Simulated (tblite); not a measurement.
Species: C₂H₇FOSi₂.
SMILES with atom numbers: `[CH3:1][SiH2:2][Si@@H:3]([F:4])[CH:5]=[O:6]` (hydrogens: H7, H8, H9 on C1; H10, H11 on Si2; H12 on Si3; H13 on C5)

Structure optimised with GFN2-xTB, isolated species.

Some entries are withheld. Bonds in one row agree within 0.01 Å.

| coordinate | value |
| --- | --- |
| C1–Si2 | ? |
| Si2–Si3 | 2.313 Å |
| Si3–F4 | ? |
| Si3–C5 | ? |
| C5=O6 | 1.207 Å |
| C1–H7, C1–H8, C1–H9 | 1.086 Å |
| Si2–H10 | 1.473 Å |
| Si2–H11 | 1.472 Å |
| Si3–H12 | 1.461 Å |
| C5–H13 | 1.113 Å |
| C1–Si2–Si3 | 108.8° |
| Si2–Si3–F4 | ? |
| Si2–Si3–C5 | ? |
| F4–Si3–C5 | ? |
| Si3–C5–O6 | 124.5° |

Task: Fill in the missing values.

Result: 
- C1–Si2 = 1.897 Å, drawn single (Si-methyl carbon to SiH2 silicon); 0.03 Å above the sum of covalent radii, 1.87 Å.
- Si3–F4 = 1.624 Å, drawn single (fluorine-bound silicon to silicon-bound fluorine); 0.06 Å below the sum of covalent radii, 1.68 Å.
- Si3–C5 = 1.916 Å, drawn single (fluorine-bound silicon to carbonyl carbon); 0.08 Å above the sum of covalent radii, 1.84 Å.
- Si2–Si3–F4 = 110.2°, at the fluorine-bound silicon; the outer atoms are 3.253 Å apart.
- Si2–Si3–C5 = 112.3°, at the fluorine-bound silicon; the outer atoms are 3.520 Å apart.
- F4–Si3–C5 = 101.5°, at the fluorine-bound silicon; the outer atoms are 2.748 Å apart.

Radii are Cordero's, carbon taken as 0.76, 0.73 or 0.69 Å for four, three, and two or fewer neighbours.

Its GFN2-xTB frequencies are all real (lowest 24 cm⁻¹). The numbers are those of one conformer (C1–Si2–Si3–F4 -174°, Si2–Si3–C5–O6 57°). 3 starts were optimised and ended at 0.00, 0.65 and 2.17 kcal/mol (GFN2-xTB); the lowest of these is shown.

The run took 0.24 s wall on one thread of an Arm Neoverse V2, shared host. That covers the optimisation of the geometry.

These are computed values.
